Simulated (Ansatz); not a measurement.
The cluster NaAlF₄, relaxed as a singlet with RKS r2SCAN-D4/def2-SVP in Ansatz, starting from the GFN2-xTB geometry. Force threshold 0.02 eV/Å.

The structure comes from a short search, and lower isomers may exist.

Start:

```xyz
6

Na   -1.400   -1.223   -1.039
Al    0.384    0.336    0.285
F     1.393   -0.315    1.407
F    -1.260   -0.160    0.563
F     0.412   -0.585   -1.190
F     0.470    1.947   -0.025
```

```json
{"step": "1", "energy (eV)": "-21872.6109", "largest force component (eV/Å)": "1.793", "SCF passes": "13"}
{"step": "2", "energy (eV)": "-21872.7401", "largest force component (eV/Å)": "1.142", "SCF passes": "17"}
{"step": "3", "energy (eV)": "-21872.8389", "largest force component (eV/Å)": "0.833", "SCF passes": "17"}
{"step": "4", "energy (eV)": "-21872.8534", "largest force component (eV/Å)": "0.214", "SCF passes": "17"}
{"step": "5", "energy (eV)": "-21872.8568", "largest force component (eV/Å)": "0.028", "SCF passes": "17"}
{"step": "6", "energy (eV)": "-21872.8568", "largest force component (eV/Å)": "0.006", "SCF passes": "11"}
```

Force components are those of the run's own axes.

End:

Cartesian coordinates in Å:
```
Na -1.512 -1.325 -1.122
Al 0.392 0.344 0.291
F 1.424 -0.299 1.431
F -1.258 -0.132 0.602
F 0.458 -0.568 -1.195
F 0.495 1.980 -0.008
```

By distances, no bond broke or formed. The bond that changes most is Na1–F5, from 1.93 to 2.11 Å (atoms count from 1).

No frequencies were taken in this run, so the end may be a saddle point.

It took 3.5 s on 4 threads of Intel Xeon 6975P-C on a shared host.
